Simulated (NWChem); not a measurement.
System: CH3F2Ga; SMILES [CH3][Ga]([F])[F]

```xyz
7

Ga    -0.0008     0.0119     0.0011
F     -1.4333     1.0133    -0.0009
F      1.4459     0.9928    -0.0009
C     -0.0121    -1.9228    -0.0004
H      0.6155    -2.2977     0.8206
H      0.4064    -2.2881    -0.9497
H     -1.0372    -2.2989     0.1144
```
Atoms are numbered in this order, from 1.

Coordinates come from a PBE0/def2-SVP optimisation.

Problem. List the 6 lowest vertical singlet excitations from BHandHLYP/6-31G* (spherical d), full TDDFT (NWChem).

Solution. 
| state | energy (eV) | oscillator strength | leading excitation (squared amplitude) |
|---|---|---|---|
| S1 | 7.79 | 0.034 | HOMO → LUMO+1 (0.85) |
| S2 | 8.12 | 0.314 | HOMO → LUMO (0.83) |
| S3 | 8.85 | 0.018 | HOMO−1 → LUMO (0.77) |
| S4 | 8.94 | 0.000 | HOMO−2 → LUMO (0.77) |
| S5 | 8.97 | 0.000 | HOMO−1 → LUMO+1 (0.85) |
| S6 | 9.39 | 0.001 | HOMO−2 → LUMO+1 (0.58) |
